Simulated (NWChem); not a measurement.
# BaF2; SMILES [F][Ba][F]

```xyz
3

Ba     0.0000     0.0000     0.2658
F      1.8591     0.0000    -0.9992
F     -1.8591     0.0000    -0.9992
```
Atoms are numbered in this order, from 1.

Level: PBE-D3(BJ)/def2-SVP with def2 effective core potentials on Ba (NWChem), optimised geometry, unscaled harmonic frequencies. def2 effective core potentials on Ba; no spin-orbit coupling.

Problem. List the harmonic frequencies with IR intensities, and the thermochemistry.

Solution. 
```json
[
 {"frequency (cm⁻¹)": "94", "IR intensity (km/mol)": "17.1"},
 {"frequency (cm⁻¹)": "466", "IR intensity (km/mol)": "131.1"},
 {"frequency (cm⁻¹)": "473", "IR intensity (km/mol)": "48.6"}
]
```

```yaml
zero_point_energy: 1.5 kcal/mol
thermal correction to the enthalpy at 298.15 K (with zero-point energy): 4.6 kcal/mol
heat capacity Cv: 10.5 cal/(mol K)
entropy at 298.15 K and 1 atm (symmetry number 2): 70.5 cal/(mol K)
```

Rigid rotor and harmonic oscillator; modes under 100 cm⁻¹ make the entropy uncertain.
